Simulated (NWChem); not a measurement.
Species: C$_{2}$H$_{7}$O cation; SMILES C[OH+]C

All runs: NWChem. Pople sets run with spherical d functions. Geometry: optimised at B3LYP/6-31G* (spherical d). Level SCAN/6-31G*: energy and gradient on several grids; changes count from the extra-fine grid, which is no exact limit either.

```
grid     size of the energy change (μHa)  largest change of a gradient component (μHa/bohr)  time, medium = 1 (rough)
-------  -------------------------------  -------------------------------------------------  ------------------------
xcoarse                             5000                                               3000                   about 1
coarse                              4000                                               1000                   about 1
medium                              2000                                                700                   about 1
fine                                 400                                                200                   about 1
xfine                               < 10                                               < 30                         3
```
